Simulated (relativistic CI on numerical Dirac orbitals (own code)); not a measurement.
# La39+: computed level list

Calculated at this level of theory: Dirac-Coulomb-Breit CI, KLI orbitals optimised for each configuration, model QED, unscaled Slater integrals (own radial code, finite nucleus).

CI space (outside the closed core [Ne]): 3s2.3p6, 3s2.3p5.3d, 3s.3p6.3d, 3s2.3p5.4s, 3s2.3p5.4p, 3s2.3p5.4d, 3p6.3d.4p, 3s.3p6.4s, 3p6.3d2, 3p5.3d3, 3p5.3d2.4s, 3p5.3d2.4p, 3p5.3d2.4d, 3p6.3d.4s, 3p5.3d.4s2, 3p5.3d.4s.4p, 3p5.3d.4s.4d. Double excitations out of closed p, d and f shells are left out; levels of such configurations are missing from the list, as are those of other unlisted configurations, and high levels can miss mixing partners.

| No. | Configuration | Term | J | E (eV) | % | Next component (%) | Landé g | jj configuration (%) |
| --- | --- | --- | --- | --- | --- | --- | --- | --- |
| 1 | 3s2.3p6 | 1S | 0 | 0.00 | 100 |  |  | closed (100) |
| 2 | 3s2.3p5.3d | 3P° | 0 | 168.22 | 100 |  |  | 3p3/2^3 3d3/2 (100) |
| 3 | 3s2.3p5.3d | 3P° | 1 | 174.65 | 78 | 22 3D° | 1.273 | 3p3/2^3 3d3/2 (90) |
| 4 | 3s2.3p5.3d | 3F° | 3 | 179.94 | 59 | 33 1F° | 1.068 | 3p3/2^3 3d3/2 (99) |
| 5 | 3s2.3p5.3d | 3D° | 2 | 182.50 | 53 | 19 3F° | 1.099 | 3p3/2^3 3d3/2 (97) |
| 6 | 3s2.3p5.3d | 3F° | 4 | 197.05 | 100 |  | 1.244 | 3p3/2^3 3d5/2 (100) |
| 7 | 3s2.3p5.3d | 1D° | 2 | 200.63 | 47 | 43 3P° | 1.185 | 3p3/2^3 3d5/2 (97) |
| 8 | 3s2.3p5.3d | 3D° | 3 | 209.36 | 68 | 30 1F° | 1.222 | 3p3/2^3 3d5/2 (100) |
| 9 | 3s2.3p5.3d | 3D° | 1 | 228.29 | 50 | 33 1P° | 0.823 | 3p3/2^3 3d5/2 (80) |
| 10 | 3s2.3p5.3d | 3F° | 2 | 276.62 | 70 | 25 1D° | 0.773 | 3p1/2 3p3/2^4 3d3/2 (100) |
| 11 | 3s2.3p5.3d | 3D° | 2 | 299.93 | 41 | 39 3P° | 1.250 | 3p1/2 3p3/2^4 3d5/2 (99) |
| 12 | 3s2.3p5.3d | 3F° | 3 | 303.44 | 39 | 36 1F° | 1.107 | 3p1/2 3p3/2^4 3d5/2 (100) |
| 13 | 3s2.3p5.3d | 1P° | 1 | 309.40 | 66 | 28 3D° | 0.884 | 3p1/2 3p3/2^4 3d3/2 (89) |
| 14 | 3s.3p6.3d | 3D | 1 | 425.00 | 100 |  | 0.493 | 3s 3d3/2 (100) |
| 15 | 3s.3p6.3d | 3D | 2 | 428.86 | 83 | 17 1D | 1.131 | 3s 3d3/2 (93) |
| 16 | 3s.3p6.3d | 3D | 3 | 447.34 | 100 |  | 1.327 | 3s 3d5/2 (100) |
| 17 | 3s.3p6.3d | 1D | 2 | 458.32 | 83 | 17 3D | 1.022 | 3s 3d5/2 (93) |
| 18 | 3p6.3d2 | 3F | 2 | 861.56 | 81 | 17 1D | 0.733 | 3d3/2^2 (97) |
| 19 | 3p6.3d2 | 3P | 0 | 877.71 | 81 | 19 1S |  | 3d3/2^2 (95) |
| 20 | 3p6.3d2 | 3F | 3 | 881.39 | 100 |  | 1.077 | 3d3/2 3d5/2 (100) |
| 21 | 3p6.3d2 | 3P | 2 | 889.89 | 48 | 37 1D | 1.183 | 3d3/2 3d5/2 (97) |
| 22 | 3p6.3d2 | 3F | 4 | 890.60 | 53 | 47 1G | 1.126 | 3d3/2 3d5/2 (88) |
| 23 | 3p6.3d2 | 3P | 1 | 892.83 | 100 |  | 1.495 | 3d3/2 3d5/2 (100) |
| 24 | 3p6.3d2 | 1G | 4 | 908.70 | 53 | 47 3F | 1.112 | 3d5/2^2 (88) |
| 25 | 3p6.3d2 | 3P | 2 | 913.78 | 50 | 46 1D | 1.231 | 3d5/2^2 (99) |
| 26 | 3p6.3d2 | 1S | 0 | 933.60 | 81 | 19 3P |  | 3d5/2^2 (95) |
| 27 | 3p5.3d3 | 5F° | 2 | 1028.52 | 30 | 22 3D° | 1.115 | 3p3/2^3 3d3/2^3 (86) |
| 28 | 3p5.3d3 | 5D° | 1 | 1030.08 | 40 | 25 5F° | 0.962 | 3p3/2^3 3d3/2^3 (80) |
| 29 | 3p5.3d3 | 5D° | 0 | 1033.50 | 77 | 22 3P° |  | 3p3/2^3 3d3/2^3 (76) |
| 30 | 3p5.3d3 | 5F° | 3 | 1036.28 | 25 | 23 5G° | 1.079 | 3p3/2^3 3d3/2^3 (73) |

Energies count from the lowest computed level; ° marks odd parity. Filled j subshells are mostly left out of the jj labels.

The mean weight of the leading LS term, summed over parents, in these 30 levels is 69 %, and that of the leading jj configuration (from the same eigenvectors) 94 %, so jj coupling describes them better and the LS labels are nominal.

At this charge energies of transitions that change n are usually good to better than 1 %, and those within a shell (Δn = 0) to a few per cent.

LS names give the leading component of a level, which can be under half, so a name can repeat, a term be missing and a line seem to break the LS rules.
